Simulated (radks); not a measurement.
Results of a calculation; reference values are marked as such.
Spherical quantum dot in the effective-mass picture: electrons in a hard-walled sphere of radius 3.76, all in effective atomic units (hartree* = m*/eps^2 hartree, bohr* = eps/m* bohr), one dielectric constant everywhere. Level of theory: non-relativistic Kohn-Sham, PBE, spin-polarised, spherical densities (a radial shooting solver with Libxc functionals). Levels are named by radial order and angular momentum (1s, 1p, 1d, 2s, ...), and open shells are averaged over m. Results are scaled to m* = 0.133 and eps = 9.9, for which hartree* = 36.93 meV and bohr* = 3.939 nm.

N = 26, configuration 1s2 1p6 1d10 1f(up 7, down 1). This is the lowest configuration that the search found. Occupied and some empty levels:

level,occupation,eigenvalue (meV),<r> (nm)
1s up,1,333.41,10.21
1s down,1,335.68,10.14
1p up,3,339.83,10.53
1p down,3,342.23,10.48
1d up,5,351.21,10.82
1d down,5,353.73,10.79
1f up,7,366.94,11.07
1f down,1,369.55,11.05
2s up,0,382.88,6.654
2s down,0,383.76,6.662
1g up,0,386.66,11.29
1g down,0,389.36,11.27
2p up,0,404.52,7.776
2p down,0,405.63,7.766
2d up,0,430.71,8.480
2d down,0,432.05,8.465

Energy (meV): total 5089.37, kinetic 1319.3, external 0, Hartree 4225.4, exchange-correlation -455.34.
